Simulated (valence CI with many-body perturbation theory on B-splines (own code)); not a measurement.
**Pr XXVII: electric-dipole lines**

Level of theory: configuration interaction combined with many-body perturbation theory (CI+MBPT): five valence electrons over a frozen Dirac-Fock core [Ar] 3d10, a basis of 9 s, 9 p, 8 d, 6 f, 3 g, 1 h functions for each j, with the one-electron correlation potential Σ1, the two-electron term Σ2, the three-electron term Σ3, Breit, model QED; selected CI, second order for the rest (own B-spline code, finite nucleus).

The last digits are not significant, and no measured levels were compared; by estimate large intervals hold to a few tenths of a per cent, small ones and those within an open d or f shell to about a per cent. Among the levels kept, up to 270 cm⁻¹ of a level comes from second order outside the variational space, and about a tenth of that is noise between levels of different J, which matters for small intervals.

Lines 51 to 100 of 186 in falling wavelength, among levels below 192.47 eV, chosen from the strongest by gf and those to the six lowest levels. Wavelengths and rates use the calculated energies. Electric multipoles are in the length gauge, E1 and E2 with the static RPA response of the core. Weak lines are less certain than strong ones. Lines between different terms over intervals too small for the method are left out, as are lines whose strength nearly cancels. The highest levels of a list are the least certain.

Levels are named by their leading jj configuration (3d3/2^4 stands for four electrons in 3d with j = 3/2), which in mixed levels can hold well under half, so a name can repeat and another be missing. Letters in brackets count levels of one name in rising energy.

| λ vac (nm) | Upper | Lower | A (s⁻¹) | S (a.u.) |
| --- | --- | --- | --- | --- |
| 17.40 | (4s 4p1/2^2 4p3/2 4d3/2) J=3/2 [a] | (4s^2 4p1/2^2 4d5/2) J=5/2 | 5.20e+08 | 5.41e-03 |
| 17.37 | (4s 4p1/2^2 4p3/2^2) J=1/2 | (4s^2 4p1/2 4p3/2^2) J=3/2 | 2.01e+08 | 1.04e-03 |
| 17.35 | (4s 4p1/2^2 4p3/2 4d3/2) J=3/2 [a] | (4s 4p1/2 4p3/2^3) J=3/2 | 2.59e+09 | 2.67e-02 |
| 17.21 | (4s^2 4p1/2^2 4d3/2) J=3/2 | (4s^2 4p1/2 4p3/2^2) J=1/2 | 5.58e+07 | 5.62e-04 |
| 17.20 | (4s^2 4p1/2 4p3/2 4d3/2) J=1/2 [a] | (4s^2 4p3/2^3) J=3/2 | 1.29e+09 | 6.50e-03 |
| 17.18 | (4s 4p1/2^2 4p3/2 4d3/2) J=5/2 | (4s^2 4p1/2^2 4d5/2) J=5/2 | 1.04e+09 | 1.56e-02 |
| 16.93 | (4s 4p1/2^2 4p3/2 4d3/2) J=7/2 | (4s^2 4p1/2^2 4d5/2) J=5/2 | 8.31e+08 | 1.59e-02 |
| 16.82 | (4s 4p1/2^2 4p3/2 4d3/2) J=3/2 [b] | (4s 4p1/2 4p3/2^3) J=3/2 | 2.33e+09 | 2.19e-02 |
| 16.64 | (4s^2 4p1/2 4p3/2 4d3/2) J=3/2 [b] | (4s^2 4p3/2^3) J=3/2 | 3.54e+09 | 3.22e-02 |
| 16.14 | (4s^2 4p1/2^2 4d3/2) J=3/2 | (4s^2 4p1/2 4p3/2^2) J=5/2 | 9.13e+08 | 7.58e-03 |
| 15.62 | (4s 4p1/2 4p3/2^3) J=3/2 | (4s^2 4p1/2 4p3/2^2) J=1/2 | 5.86e+08 | 4.41e-03 |
| 15.60 | (4s 4p1/2^2 4p3/2 4d3/2) J=3/2 [c] | (4s^2 4p1/2^2 4d5/2) J=5/2 | 1.13e+09 | 8.48e-03 |
| 15.56 | (4s 4p1/2^2 4p3/2 4d3/2) J=5/2 | (4s^2 4p1/2^2 4d3/2) J=3/2 | 6.76e+08 | 7.54e-03 |
| 15.56 | (4s 4p1/2^2 4p3/2 4d3/2) J=3/2 [c] | (4s 4p1/2 4p3/2^3) J=3/2 | 2.61e+09 | 1.94e-02 |
| 15.49 | (4s^2 4p1/2 4p3/2 4d5/2) J=5/2 [a] | (4s^2 4p3/2^3) J=3/2 | 1.06e+09 | 1.17e-02 |
| 15.38 | (4s^2 4p1/2^2 4d3/2) J=3/2 | (4s^2 4p1/2 4p3/2^2) J=3/2 | 8.87e+07 | 6.38e-04 |
| 15.30 | (4s 4p1/2^2 4p3/2 4d3/2) J=3/2 [b] | (4s^2 4p1/2^2 4d3/2) J=3/2 | 2.46e+09 | 1.74e-02 |
| 15.29 | (4s^2 4p1/2 4p3/2 4d5/2) J=3/2 [a] | (4s^2 4p3/2^3) J=3/2 | 7.63e+08 | 5.38e-03 |
| 14.73 | (4s 4p1/2 4p3/2^3) J=3/2 | (4s^2 4p1/2 4p3/2^2) J=5/2 | 2.05e+09 | 1.29e-02 |
| 14.73 | (4s 4p1/2^2 4p3/2^2) J=5/2 | (4s^2 4p1/2^2 4p3/2) J=3/2 | 7.27e+09 | 6.88e-02 |
| 14.69 | (4s^2 4p1/2^2 4d5/2) J=5/2 | (4s^2 4p1/2 4p3/2^2) J=5/2 | 4.30e+07 | 4.04e-04 |
| 14.69 | (4s^2 4p1/2 4p3/2 4d3/2) J=5/2 [b] | (4s^2 4p3/2^3) J=3/2 | 7.78e+08 | 7.30e-03 |
| 14.58 | (4s^2 4p1/2 4p3/2 4d3/2) J=1/2 [b] | (4s^2 4p3/2^3) J=3/2 | 1.97e+06 | 6.04e-06 |
| 14.49 | (4s^2 4p1/2 4p3/2 4d3/2) J=3/2 [c] | (4s^2 4p3/2^3) J=3/2 | 2.68e+09 | 1.61e-02 |
| 14.25 | (4s 4p1/2^2 4p3/2 4d3/2) J=3/2 [c] | (4s^2 4p1/2^2 4d3/2) J=3/2 | 1.78e+10 | 1.02e-01 |
| 14.10 | (4s 4p1/2 4p3/2^3) J=3/2 | (4s^2 4p1/2 4p3/2^2) J=3/2 | 2.97e+10 | 1.65e-01 |
| 14.07 | (4s^2 4p1/2^2 4d5/2) J=5/2 | (4s^2 4p1/2 4p3/2^2) J=3/2 | 7.48e+08 | 6.17e-03 |
| 14.00 | (4s 4p1/2 4p3/2^3) J=1/2 | (4s^2 4p1/2 4p3/2^2) J=1/2 | 1.42e+10 | 3.84e-02 |
| 13.99 | (4s 4p1/2 4p3/2^3) J=5/2 | (4s^2 4p1/2 4p3/2^2) J=5/2 | 2.01e+10 | 1.63e-01 |
| 13.91 | (4s^2 4p1/2 4p3/2 4d3/2) J=3/2 [a] | (4s^2 4p1/2 4p3/2^2) J=1/2 | 2.97e+09 | 1.58e-02 |
| 13.84 | (4s 4p1/2^2 4p3/2 4d3/2) J=3/2 [a] | (4s 4p1/2^2 4p3/2^2) J=3/2 | 1.38e+10 | 7.23e-02 |
| 13.74 | (4s 4p1/2^2 4p3/2 4d3/2) J=3/2 [b] | (4s 4p1/2^2 4p3/2^2) J=1/2 | 3.53e+09 | 1.81e-02 |
| 13.71 | (4s^2 4p1/2 4p3/2 4d5/2) J=3/2 [b] | (4s^2 4p3/2^3) J=3/2 | 9.45e+08 | 4.81e-03 |
| 13.69 | (4s 4p1/2^2 4p3/2 4d3/2) J=1/2 | (4s 4p1/2^2 4p3/2^2) J=3/2 | 2.60e+09 | 6.58e-03 |
| 13.64 | (4s 4p3/2^4) J=1/2 | (4s^2 4p3/2^3) J=3/2 | 2.56e+10 | 6.41e-02 |
| 13.63 | (4s^2 4p1/2 4p3/2 4d5/2) J=5/2 [b] | (4s^2 4p3/2^3) J=3/2 | 6.76e+08 | 5.07e-03 |
| 13.50 | (4s 4p1/2^2 4p3/2 4d3/2) J=3/2 [b] | (4s 4p1/2^2 4p3/2^2) J=3/2 | 8.36e+09 | 4.06e-02 |
| 13.42 | (4s 4p1/2 4p3/2^3) J=5/2 | (4s^2 4p1/2 4p3/2^2) J=3/2 | 4.59e+08 | 3.29e-03 |
| 13.30 | (4s 4p1/2^2 4p3/2^2) J=3/2 | (4s^2 4p1/2^2 4p3/2) J=3/2 | 3.67e+10 | 1.70e-01 |
| 13.20 | (4s^2 4p1/2 4p3/2 4d3/2) J=3/2 [a] | (4s^2 4p1/2 4p3/2^2) J=5/2 | 2.89e+10 | 1.31e-01 |
| 13.07 | (4s 4p1/2^2 4p3/2^2) J=1/2 | (4s^2 4p1/2^2 4p3/2) J=3/2 | 4.15e+10 | 9.16e-02 |
| 12.99 | (4s^2 4p1/2 4p3/2 4d5/2) J=1/2 | (4s^2 4p3/2^3) J=3/2 | 3.74e+10 | 8.08e-02 |
| 12.92 | (4s^2 4p1/2 4p3/2 4d3/2) J=1/2 [a] | (4s^2 4p1/2 4p3/2^2) J=1/2 | 1.35e+10 | 2.87e-02 |
| 12.77 | (4s 4p1/2 4p3/2^3) J=1/2 | (4s^2 4p1/2 4p3/2^2) J=3/2 | 3.53e+10 | 7.24e-02 |
| 12.69 | (4s^2 4p1/2 4p3/2 4d3/2) J=3/2 [a] | (4s^2 4p1/2 4p3/2^2) J=3/2 | 3.87e+08 | 1.56e-03 |
| 12.68 | (4s 4p1/2^2 4p3/2 4d3/2) J=3/2 [c] | (4s 4p1/2^2 4p3/2^2) J=3/2 | 2.81e+09 | 1.13e-02 |
| 12.64 | (4s^2 4p1/2 4p3/2 4d3/2) J=5/2 [a] | (4s^2 4p1/2 4p3/2^2) J=5/2 | 3.83e+09 | 2.29e-02 |
| 12.60 | (4s^2 4p1/2 4p3/2 4d3/2) J=3/2 [b] | (4s^2 4p1/2 4p3/2^2) J=1/2 | 1.02e+10 | 4.02e-02 |
| 12.57 | (4s 4p1/2^2 4p3/2 4d3/2) J=3/2 [a] | (4s 4p1/2^2 4p3/2^2) J=5/2 | 6.86e+08 | 2.69e-03 |
| 12.46 | (4s 4p1/2^2 4p3/2 4d3/2) J=5/2 | (4s 4p1/2^2 4p3/2^2) J=5/2 | 5.42e+09 | 3.10e-02 |
